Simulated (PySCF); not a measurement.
SMILES c1csc([SiH2]c2cccs2)c1, GFN2-xTB optimised geometry.

```
19

C      1.46    -2.50     0.00
C      2.82    -2.50     0.00
S      3.46    -0.90     0.00
C      1.87    -0.21     0.00
Si     1.67     1.66     0.00
C     -0.16     2.04    -0.05
C     -0.91     2.74     0.85
C     -2.27     2.87     0.49
C     -2.55     2.27    -0.70
S     -1.15     1.53    -1.38
C      0.92    -1.19     0.00
H      0.86    -3.39     0.00
H      3.48    -3.33     0.00
H      2.34     2.22    -1.18
H      2.22     2.23     1.24
H     -0.50     3.15     1.75
H     -3.00     3.39     1.08
H     -3.48     2.20    -1.21
H     -0.13    -0.98     0.00
```

Density from PBE0/def2-SVP in PySCF at that geometry.

Minimum of the electron density along straight lines between bonded atoms, close to the bond critical point (lines longer than 1.1 times the sum of covalent radii, or with two minima, are not listed):

| bond | length / Å | ρ at the minimum / e bohr⁻³ | ∇²ρ there / e bohr⁻⁵ | position (fraction from the first atom) |
|---|---|---|---|---|
| C1–C2 | 1.358 | 0.323 | -0.82 | 0.49 |
| C2–S3 | 1.717 | 0.217 | -0.47 | 0.47 |
| S3–C4 | 1.736 | 0.208 | -0.41 | 0.54 |
| C4–Si5 | 1.873 | 0.112 | 0.37 | 0.62 |
| Si5–C6 | 1.873 | 0.112 | 0.37 | 0.38 |
| C6–C7 | 1.364 | 0.319 | -0.80 | 0.51 |
| C7–C8 | 1.411 | 0.297 | -0.73 | 0.50 |
| C8–C9 | 1.358 | 0.323 | -0.82 | 0.49 |
| C6–S10 | 1.735 | 0.208 | -0.41 | 0.46 |
| C9–S10 | 1.717 | 0.217 | -0.47 | 0.47 |
| C1–C11 | 1.410 | 0.297 | -0.73 | 0.50 |
| C4–C11 | 1.365 | 0.318 | -0.79 | 0.51 |
| C1–H12 | 1.076 | 0.284 | -1.09 | 0.63 |
| C2–H13 | 1.072 | 0.286 | -1.12 | 0.64 |
| Si5–H14 | 1.468 | 0.117 | 0.32 | 0.49 |
| Si5–H15 | 1.467 | 0.117 | 0.32 | 0.49 |
| C7–H16 | 1.076 | 0.285 | -1.10 | 0.63 |
| C8–H17 | 1.076 | 0.284 | -1.09 | 0.63 |
| C9–H18 | 1.072 | 0.286 | -1.12 | 0.64 |
| C11–H19 | 1.076 | 0.285 | -1.11 | 0.64 |
